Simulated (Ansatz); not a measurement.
The cluster W₂O₆⁺: single points at one geometry.

```yaml
crystal:
  periodic: [false, false, false]
  atoms:
    - {symbol: W, position_ang: [0.841232, 1.210252, 0.258159]}
    - {symbol: W, position_ang: [-0.736376, -2.131470, -0.595468]}
    - {symbol: O, position_ang: [-1.987876, -1.558879, -1.596490]}
    - {symbol: O, position_ang: [1.101263, 2.297054, -1.106339]}
    - {symbol: O, position_ang: [0.302799, -0.660134, -0.290320]}
    - {symbol: O, position_ang: [2.349367, 1.242126, 1.166447]}
    - {symbol: O, position_ang: [-0.350984, 2.005374, 1.273388]}
    - {symbol: O, position_ang: [-1.519414, -2.404324, 0.890613]}
basis:
  gaussian: {orbitals: def2-TZVP, initial_orbitals: start.molden}
total_charge: 1
magnetization: {spin_polarized: true, initial_magnetization: 1}
hamiltonian: {xc: {name: B3LYP}, dispersion: d4}
scf: {omitted_lower_state_checks: [starts]}
output: {orbitals: {seedname: orbitals}}
```

The file start.molden holds the orbitals of an earlier run on this structure, at another level or in another basis.

```sh
$ ansatz run in.yaml --threads 4 --pin off --events-out ev --progress --plain --max-ram 4787MiB
```

It prints (some lines left out):

```
Functional definition: B3LYP
1692 factors; their error is unknown
mean field evaluation 1: about -15936.6361 eV, gradient 6.9e0 eV
mean field evaluation 2: about -15936.7457 eV, gradient 1.3e-1 eV
mean field evaluation 4: about -15936.7928 eV, gradient 2.0e-1 eV
mean field evaluation 8: about -15936.7931 eV, gradient 4.3e-4 eV
mean field evaluation 16: about -15936.7931 eV, gradient 1.0e-5 eV
mean field -15936.79313728 eV, -585.6663454486 hartree, gradient 1.0e-5 eV, S^2 0.796206; 0 other end points of the search recorded, 0 dependent functions left out
reference -15936.79344669 eV, -585.6663568192 hartree; 38, 37 occupied and 228, 229 virtual orbitals, 1692 factors
Total energy: -15937.21065551 eV, -585.6816889607 hartree
Checks for a lower state left out: starts
```

Run time 51 s (4 threads of Arm Neoverse V1 on a shared host), peak host memory 1.6 GiB.

As the first input, with `correlation: {method: mp2}` and without the key `hamiltonian` (abridged; 24 s):

```
Functional definition: HF
mean field -15836.03487712 eV, -581.9635476844 hartree, gradient 9.8e-6 eV, S^2 1.999210
6 core orbitals not correlated: weight in the atoms' cores, before any rotation towards them, 1.000 or more for the frozen orbitals, at most 0.000 for the correlated occupied ones
second order -58.19008072 eV of doubles, -0.00000000 eV of singles
Total energy: -15894.22495785 eV, -584.1019937082 hartree
Checks for a lower state left out: starts
```

The first input with `hamiltonian: {xc: r2scan, dispersion: d4}` (abridged; 59 s):

```
Functional definition: r2SCAN
mean field -15933.04399323 eV, -585.5285669460 hartree, gradient 1.5e-5 eV, S^2 0.784975
Total energy: -15933.10595691 eV, -585.5308440693 hartree
Checks for a lower state left out: starts
```

As the first input, with `hamiltonian: {xc: lda}` (abridged; 4.7 s):

```
Functional definition: SPW92
mean field -15845.19123419 eV, -582.3000376002 hartree, gradient 2.8e-5 eV, S^2 0.759195
Total energy: -15845.19128486 eV, -582.3000394620 hartree
Checks for a lower state left out: starts
```

The first input with `hamiltonian: {xc: pbe, dispersion: d4}`, `output: {forces: true, orbitals: {seedname: orbitals}}` (abridged; 11 s):

```
Functional definition: PBE
mean field -15927.55436941 eV, -585.3268269918 hartree, gradient 2.4e-5 eV, S^2 0.764279
Total energy: -15927.81104617 eV, -585.3362596888 hartree
Atom 0 force     0.009887     0.094585     0.033233 eV/Å
Atom 1 force    -0.114539     0.332831     0.138275 eV/Å
Atom 2 force     0.062728    -0.085794    -0.030619 eV/Å
Atom 3 force    -0.030734    -0.102356    -0.007345 eV/Å
Atom 4 force     0.059537     0.025827     0.001438 eV/Å
Atom 5 force    -0.046343    -0.090007    -0.038444 eV/Å
Atom 6 force    -0.001652    -0.097651    -0.042887 eV/Å
Atom 7 force     0.061116    -0.077436    -0.053651 eV/Å
Dipole moment:     0.093614    -1.743050    -0.624951 e Å
Checks for a lower state left out: starts
```

The first input with `hamiltonian: {xc: pbe0, dispersion: d4}` (abridged; 47 s):

```
Functional definition: PBE0
mean field evaluation 16: about -15921.8278 eV, gradient 5.0e-5 eV
mean field -15921.82783056 eV, -585.1163805705 hartree, gradient 7.9e-6 eV, S^2 0.809408
Total energy: -15922.04969884 eV, -585.1245340795 hartree
Checks for a lower state left out: starts
```

Geometry: PBE-D4/def2-SVP.

In the def2 sets W takes a core potential; there is no spin–orbit coupling. B3LYP takes the VWN-RPA correlation. Correlated methods freeze 6 core orbitals; core or outer-core shells of W are correlated, in sets that lack core-valence functions. At MP2/def2-TZVP the charge 1 doublet is spin-contaminated (final ⟨S²⟩ up to 2.00, 0.75 for a pure state). No other spin state of charge 1 was run. Another isomer (doublet) lies 1.03 eV lower at PBE0-D4/def2-TZVP; other spin states weren't run for this one.
